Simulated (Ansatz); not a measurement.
C₂H₆FNSi (`CN(C)[Si]F`), relaxed with RKS PBE0-D4/def2-TZVP in Ansatz from a PBE-D4/def2-SVP geometry. The force threshold is 0.005 eV/Å; the program also tests the step.

Charge 0, multiplicity 1.

Start:

```xyz
11

C    -0.459   -0.976    0.927
N     0.212    0.125    0.257
C    -0.178    0.327   -1.128
Si    1.382    1.070    1.152
F     1.819    2.146   -0.047
H    -0.104   -1.059    1.977
H    -0.259   -1.947    0.420
H    -1.563   -0.829    0.949
H     0.018   -0.584   -1.738
H     0.396    1.171   -1.556
H    -1.265    0.556   -1.212
```

```csv
step,energy (eV),largest force (eV/Å),largest move (Å)
1,-14250.4581,1.322,0.000
2,-14250.5202,0.800,0.024
3,-14250.5397,0.047,0.029
4,-14250.5400,0.014,0.009
5,-14250.5400,0.007,0.003
6,-14250.5400,0.002,0.003
```

End:

```xyz
11

C    -0.452   -0.958    0.916
N     0.220    0.137    0.251
C    -0.183    0.319   -1.125
Si    1.364    1.048    1.137
F     1.820    2.116   -0.001
H    -0.103   -1.041    1.949
H    -0.252   -1.910    0.410
H    -1.537   -0.804    0.933
H     0.022   -0.583   -1.713
H     0.358    1.154   -1.567
H    -1.258    0.522   -1.191
```

Run time 11 s (4 threads of an AMD EPYC 9R45 on a shared host); peak host memory 0.48 GiB.
